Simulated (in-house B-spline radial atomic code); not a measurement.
The numbers below are computed, except where a source is named.
Extrapolating the RPA correlation energy in partial waves: Pb³⁺

All-electron RPA on Hartree-Fock orbitals from a B-spline radial code for spherical atoms, scalar-relativistic (spin-free one-electron X2C), finite nucleus, configuration [Xe] 4f14 5d10 6s1, highest spin. Without the two-electron picture change, the correlation of inner shells comes somewhat too large for so heavy an element. RPA overbinds a lone outer s electron by self-correlation, and G0W0 tends to as well. With empty states up to angular momentum L the sums are:

```csv
L,E_c(L) (hartree)
5,-5.767081
6,-6.146339
7,-6.354125
8,-6.473136
9,-6.543949
```

For large l each further wave adds A/(l + 1/2)⁴, because the basis must build the cusp where two electrons meet.

(1) Estimate the limit from L = 8 and L = 9.

(2) How good is the estimate?

Results:

(1) Wave 9 adds -0.070813, against a sum of (l + 1/2)⁻⁴ of 1.22774e-04, so A = -576.78. The sum over l > 9 is ζ(4, 10.5) = 3.3168e-04, close to 1/(3 × 10³) = 3.3333e-04. The tail is -0.191306 and the limit -6.73525 hartree.

(2) A run to L = 11 sums to -6.61626 and extrapolates to -6.71146 hartree, 9.88 millihartree from the run before, so it has not settled and is itself too deep. The estimate differs from that by -23.79 millihartree, while the bare sum at L = 9 misses 167.5 millihartree (2.5 %).
